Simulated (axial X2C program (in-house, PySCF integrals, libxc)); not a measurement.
Levels of ZrC⁺ by electron attachment to ZrC²⁺ (EOM-EA-CCSD)

Computed with an in-house all-electron X2C program for linear molecules (integrals from PySCF): two-component X2C with atomic mean-field Coulomb and Gaunt terms, Gaussian nuclei, basis Zr dyall-acv3z, C dyall-av3z with contracted cores.

R = 1.677 Å (0.960 times 1.747 Å, the PBE0 minimum at charge 1 for the lowest determinant).

Levels of ZrC⁺ obtained by attaching an electron to ZrC²⁺:

```
  Ω  binding energy (eV)  above lowest (cm⁻¹)                 attached spinor  one-particle weight
1/2               14.862                    0    38% C pσ, 38% Zr dσ, 7% C sσ                 0.94
3/2               12.736                17146                       93% Zr dδ                 0.95
5/2               12.658                17773                       93% Zr dδ                 0.95
1/2               12.532                18789  52% Zr sσ, 21% C pσ, 10% Zr pσ                 0.96
1/2               10.400                35985  40% Zr pπ, 31% Zr dπ, 21% C pπ                 0.94
3/2               10.319                36645  39% Zr pπ, 31% Zr dπ, 22% C pπ                 0.93
```

Problem. Take the first Ω = 1/2 and Ω = 3/2 rows of π character: how far apart are they, and which lies lower?

Solution. E(3/2) − E(1/2) = 36645 − 35985 = 660 cm⁻¹ at EOM-EA-CCSD: regular, Ω = 1/2 lower. Splittings at this level can be off by ten to twenty per cent.

This point took 50 s on 1 thread of Arm Neoverse N1, with other jobs on the host.

Reference electrons by ω block (each with its −ω partner): 1/2: 15, 3/2: 6, 5/2: 1. 14 electrons of ZrC²⁺ correlated (inner shells frozen), 92 natural virtual spinors (a truncated set); levels can be off by some tenths of an eV. Roots sought by Ω: (1/2: 5, 3/2: 4, 5/2: 2, 7/2: 1); rows need 60 % one-particle weight and stop where some Ω has no more roots. Missing are any skipped roots, higher Ω and states of a further excitation; these come out far too high here and may in truth be low or lowest. T1 of the reference 0.037 (Lee–Taylor). The reference was not checked to be the lowest state of its species. Number of frozen shells: Zr 3 s, 2 p, 1 d; C 1 s. Large amplitudes in the reference (orbital relaxation or multireference character) lower the reliability.
